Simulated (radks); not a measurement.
The numbers below are computed, except where a source is named.
Tm7+, 62 electrons, occupied as [Kr] 4d10 4f11 5s2 5p3. Code: a radial shooting solver on a logarithmic mesh with Libxc functionals. Model: Dirac Kohn-Sham, PBE, spin-unpolarised, spherical densities, point nucleus; open shells are shared between the two j in proportion to 2j + 1. Some entries of the table are withheld. Estimate them.

| orbital | occ. | eigenvalue (hartree) | <1/r> (bohr^-1) |
|---|---|---|---|
| 1s1/2 | 2 | -2180.423 | 79.12 |
| 2s1/2 | 2 | -371.0846 | 19.06 |
| 2p1/2 | 2 | -353.8613 | 19.03 |
| 2p3/2 | 4 | -317.8361 | 16.42 |
| 3s1/2 | 2 | (1) | 6.981 |
| 3p1/2 | 2 | -79.03127 | (2) |
| 3p3/2 | 4 | -71.42396 | (3) |
| 3d3/2 | 4 | -58.52199 | (4) |
| 3d5/2 | 6 | -56.85969 | (5) |
| 4s1/2 | 2 | -20.34479 | 2.926 |
| 4p1/2 | 2 | -17.29757 | (6) |
| 4p3/2 | 4 | -15.57110 | (7) |
| 4d3/2 | 4 | -10.55461 | 2.371 |
| 4d5/2 | 6 | -10.23807 | 2.315 |
| 5s1/2 | 2 | -5.59370 | 1.178 |
| 5p1/2 | 1 | -4.66072 | 1.079 |
| 5p3/2 | 2 | -4.36679 | 1.009 |
| 4f5/2 | 4.71429 | -4.10755 | (8) |
| 4f7/2 | 6.28571 | -4.05613 | (9) |

Answer. 
(1) 3s1/2 eigenvalue (hartree): -86.60264
(2) 3p1/2 <1/r> (bohr^-1): 6.896
(3) 3p3/2 <1/r> (bohr^-1): 6.228
(4) 3d3/2 <1/r> (bohr^-1): 6.114
(5) 3d5/2 <1/r> (bohr^-1): 5.952
(6) 4p1/2 <1/r> (bohr^-1): 2.817
(7) 4p3/2 <1/r> (bohr^-1): 2.587
(8) 4f5/2 <1/r> (bohr^-1): 1.852
(9) 4f7/2 <1/r> (bohr^-1): 1.830
